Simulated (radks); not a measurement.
Values are calculated unless marked as measured or tabulated.
Neutral gallium, configuration [Ar] 3d10 4s1 4p1 5p1 (not the ground configuration). Level of theory: scalar-relativistic Kohn-Sham, LDA (Slater exchange, Perdew-Zunger correlation), spin-polarised, spherical densities, finite nucleus; open shells are filled with parallel spins first; Fermi nuclear charge, rms radius 3.9973 fm (a radial shooting solver on a logarithmic mesh with Libxc functionals).

Unscreened Slater integrals over Kohn-Sham orbitals (eV). They are taken over the spin-up orbitals.

F0(5p,5p): 2.7506
F2(5p,5p): 1.5024
F0(5p,4p): 3.5212
F2(5p,4p): 0.70627
G0(5p,4p): 0.17844
G2(5p,4p): 0.21893
F0(5p,4s): 3.5919
G1(5p,4s): 0.29886
F0(5p,3d): 3.7435
F2(5p,3d): 0.21765
G1(5p,3d): 0.075342
G3(5p,3d): 0.065559
F0(4p,4p): 8.8811
F2(4p,4p): 4.6075
F0(4p,4s): 9.8516
G1(4p,4s): 6.3197
F0(4p,3d): 11.604
F2(4p,3d): 2.2536
G1(4p,3d): 0.92475
G3(4p,3d): 0.76289
F0(4s,4s): 11.275
F0(4s,3d): 14.333
G2(4s,3d): 1.5353
F0(3d,3d): 31.370
F2(3d,3d): 14.371
F4(3d,3d): 8.9136

Derived for the open shells (J is the average intra-shell exchange parameter used in DFT+U). 4p: J = F2/5 = 0.9215 eV. 5p: J = F2/5 = 0.3005 eV.
